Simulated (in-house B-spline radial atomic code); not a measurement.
Rh⁴⁺. Computed with a B-spline radial atomic code. Model: all-electron spherical atom, spin shells full or empty, radial basis limit, no spin-orbit coupling, Breit or QED, empty-state partial waves extrapolated as (l+1/2)^-4, RPA, G0W0 and static COHSEX of the highest shell as one setting changes (uncorrelated shells keep exact exchange).

Given: element Rh; charge 4; filled core Kr; hamiltonian one-electron scalar X2C; mean-field start PBE0; highest l of empty states 9; nuclear rms radius 4.4945 fm; highest mean-field shell 4d up.

Shell: 4d 5 0 (electrons up and down).

```
natural log step of frequency grid  RPA correlation energy (hartree)  G0W0 level (eV)  G0W0 minus most complete (meV)  RPA minus most complete (millihartree)  linearised minus solved G0W0 (meV)
                              0.25                           -3.0616          -64.604                               0                                       0                                 -13
                               0.4                                 ?                ?                               ?                                       ?                                   ?
                               0.6                           -3.0616          -64.604                               0                                       0                                 -13
                               0.9                           -3.0616          -64.604                               0                                       0                                 -13
                               1.3                                 ?                ?                               ?                                       ?                                   ?
                               1.8                           -3.0571          -64.615                           -10.5                                     4.5                                 -13
                               2.5                           -3.0928          -64.669                           -64.4                                   -31.2                               -12.1
                               3.5                           -3.1718          -64.923                            -319                                  -110.2                               -18.4
```

Problem. What follows for natural log step of frequency grid = 0.4?

Solution. RPA correlation energy -3.0616 hartree; G0W0 level -64.604 eV; G0W0 minus most complete 0 meV; RPA minus most complete 0 millihartree; linearised minus solved G0W0 -13 meV.

Problem. What follows for natural log step of frequency grid = 1.3?

Solution. RPA correlation energy -3.061 hartree; G0W0 level -64.603 eV; G0W0 minus most complete 1.7 meV; RPA minus most complete 0.6 millihartree; linearised minus solved G0W0 -12.9 meV.
